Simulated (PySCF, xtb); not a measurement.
Pb(Br)(SH) (BrHPbS), SMILES [Pb]([Br])[SH] (connectivity only; charge and spin as stated), neutral, multiplicity 1.

GFN2-xTB run with xtb at its own geometry gives an orbital gap of 2.53 eV and a dipole moment of 8.50 D.

Coordinates come from a PBE0-D3(BJ)/def2-SVP optimisation. The def2 effective core potentials stand for the cores of Pb; spin–orbit coupling is left out. One conformer was computed; it need not be the lowest.

**Question.** What does CAM-B3LYP/def2-TZVPD (PySCF) give? (Estimate from the structure and the level; the computed values follow.)

**Answer.** gap 6.50 eV (levels -8.62 and -2.12 eV), dipole 4.73 D.
